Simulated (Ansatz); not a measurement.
Relaxation of CH3BIN (7 atoms, charge 0, multiplicity 1), to a largest force component of 0.015 eV/Å in at most 40 steps.

These are results of RKS PBE0-D4/def2-SVP (Ansatz), not measurements.

```xyz
7
Properties=species:S:1:pos:R:3
B -0.502 1.018 0.098
C 0.105 -0.345 -0.088
N 1.038 -0.693 0.670
I -0.522 -1.637 -1.595
H -1.436 1.386 -0.639
H -0.167 1.819 0.922
H 1.404 -0.095 1.458
```

Q: Where does it end, and by what steps?

A: The forces met the threshold. After 25 steps the energy has fallen by 1.712 eV; H6 moved furthest, 1.56 Å. Parted: C2–I4. Joined: B1–I4.

```tsv
step	energy less start (eV)	largest force component (eV/Å)	accepted
0	0.0000	2.535	yes
1	-0.2931	0.869	yes
2	-0.3323	0.675	yes
3	-0.3639	0.418	yes
4	-0.3718	0.282	yes
5	-0.3734	0.201	yes
6	-0.3778	0.390	yes
7	-0.3850	0.285	yes
8	-0.4143	0.161	yes
9	-0.4357	0.583	yes
10	-0.4388	0.720	yes
11	-0.5336	0.653	yes
12	-0.6553	0.750	yes
13	-0.8116	0.822	yes
14	-0.9887	0.728	yes
15	-1.1552	0.781	yes
16	-1.2294	1.261	yes
17	-1.4652	1.564	yes
18	-1.3874	3.510	no
19	-1.5850	0.845	yes
20	-1.6492	0.728	yes
21	-1.6684	0.591	yes
22	-1.7074	0.312	yes
23	-1.7114	0.114	yes
24	-1.7122	0.034	yes
25	-1.7123	0.006	yes
```

```xyz
7
Properties=species:S:1:pos:R:3
B -0.574 0.814 -0.399
C 0.293 0.038 0.618
N 0.945 -0.545 1.382
I -0.543 -0.538 -2.194
H -1.694 0.911 0.059
H -0.023 1.870 -0.635
H 1.516 -1.098 1.995
```

Whether the end is a true minimum wasn't checked by a vibrational analysis.

The run took 110 s on 1 thread of Arm Neoverse V1, with other jobs on the host, peak memory 0.17 GiB.
